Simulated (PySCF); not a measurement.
SbCl₂, SMILES [Cl][Sb+][Cl] (connectivity only; charge and spin as stated), charge +1, multiplicity 1. Coordinates come from a PBE0-D3(BJ)/def2-TZVP optimisation. The spin state was assumed, not searched. The isomer is the one that the SMILES or the coordinates give; other isomers of the formula were not compared. The def2 effective core potentials stand for the cores of Sb; spin–orbit coupling is left out.

These are PBE0-D3(BJ)/def2-TZVP (PySCF) values and carry that method's errors.

Harmonic wavenumbers (cm⁻¹): 146, 430, 440. Rotational constants (GHz): 5.386, 2.395, 1.658; symmetry number 2.

Work out the zero-point energy and the ideal-gas rigid-rotor harmonic-oscillator thermochemistry at 298.15 K and 1 atm.

ZPE = ½ Σ hcν = ½ × 1015 cm⁻¹ = 6.07 kJ/mol. H − E(el) = 19.15 kJ/mol. Entropy in J/(mol K): translation 174.36, rotation 107.67, vibration 18.47, total 300.49. G − E(el) = -70.44 kJ/mol. Cp = 52.91 J/(mol K). Modes under 150 cm⁻¹ make the vibrational entropy uncertain.
